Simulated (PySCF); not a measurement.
Input for PySCF: R-B3LYP/LANL2DZ on GaH5S (a complex), monomers drawn apart or pushed together.

```python
from pyscf import gto, scf, dft, mp
from pyscf.data.elements import chemcore

mol = gto.M(
    atom='''
    Ga    0.52763441   -0.06951020    0.52020423
    H    -0.34623003    1.11318635   -0.04265977
    H     0.27361942   -1.53352575   -0.00071565
    H     1.89118691    0.26122241    1.23783558
    S    -1.49200992   -0.49460933    3.62426335
    H    -1.07529235    0.61329569    4.26107397
    H    -0.63203039   -1.28330051    4.29133718
    ''',
    basis='lanl2dz',
    ecp={'Ga': 'lanl2dz', 'S': 'lanl2dz'},
    charge=0, spin=0, verbose=3, max_memory=1800)
mf = dft.RKS(mol, xc='b3lyp')
mf.conv_tol = 1e-8
mf.max_cycle = 100
mf.kernel()
if not mf.converged:
    mf = mf.newton().run(mf.mo_coeff, mf.mo_occ)
```

Question: Give the final energy of this run.

Answer: -15.1184 hartree.
